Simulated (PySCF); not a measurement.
Vertical excitations of a molecule C₃H₄BrCl from TDDFT-PBE/def2-SVPD (PySCF), as energy in eV (oscillator strength): 4.74 (0.000), 5.50 (0.232), 5.74 (0.000), 5.86 (0.002), 5.99 (0.014), 6.06 (0.019), 6.28 (0.000), 6.46 (0.036), 6.76 (0.000), 6.80 (0.003). Lowest triplet (TDA): 3.79 eV. Geometry: r2SCAN-D4/def2-SVP. The values are those of a single conformer.

Question: Pick the molecule that these values belong to.
(A) C/C(Cl)=C\Br
(B) C/C(Br)=C\Cl
(C) C/C=C(\Cl)Br
(D) ClC1(Br)CC1

Answer: A, C/C(Cl)=C\Br
